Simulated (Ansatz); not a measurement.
Relaxation of CH$_{4}$F$_{2}$OSi$_{2}$ (10 atoms, charge 0, multiplicity 1), to a largest force component of 0.015 eV/Å in at most 40 steps.

Computed with Ansatz 0.2.0, RKS PBE-D4/def2-SVP.

```xyz
10
Properties=species:S:1:pos:R:3:forces:R:3
O 1.292 -1.781 -0.884 -1.65 2.98 -1.91
C 0.767 -0.806 -1.532 1.75 -3.10 2.24
Si -0.253 0.526 -0.689 4.31 -0.28 2.97
F -1.615 0.596 -1.335 -5.10 0.25 -2.52
F 0.482 1.943 -0.956 0.35 0.57 -0.22
Si -0.355 0.106 1.577 -0.54 -0.01 0.72
H 0.922 -0.686 -2.615 0.33 -0.26 -0.99
H 0.984 0.066 2.183 0.61 0.04 0.11
H -1.163 1.112 2.370 0.06 0.06 -0.26
H -0.998 -1.209 1.868 -0.11 -0.25 -0.14
```

**Question.** Where does it end, and by what steps?

**Answer.** It converged. After 8 steps the energy has fallen by 0.585 eV; H7 moved furthest, 0.16 Å.

| step | energy less start (eV) | largest force component (eV/Å) | accepted |
| --- | --- | --- | --- |
| 0 | 0.0000 | 5.104 | yes |
| 1 | -0.4340 | 2.731 | yes |
| 2 | -0.5183 | 1.215 | yes |
| 3 | -0.5178 | 0.579 | no |
| 4 | -0.5733 | 0.395 | yes |
| 5 | -0.5529 | 0.588 | no |
| 6 | -0.5841 | 0.059 | yes |
| 7 | -0.5845 | 0.030 | yes |
| 8 | -0.5845 | 0.008 | yes |

```xyz
10
Properties=species:S:1:pos:R:3
O 1.229 -1.693 -0.801
C 0.792 -0.814 -1.527
Si -0.247 0.578 -0.666
F -1.730 0.643 -1.358
F 0.459 2.027 -0.958
Si -0.341 0.067 1.625
H 0.995 -0.829 -2.644
H 1.054 0.040 2.180
H -1.145 1.120 2.336
H -1.002 -1.271 1.801
```

Whether the end is a true minimum wasn't checked by a vibrational analysis.

Time of the run: 37 s on 2 threads of Arm Neoverse N1 (shared host), peak memory 0.15 GiB.
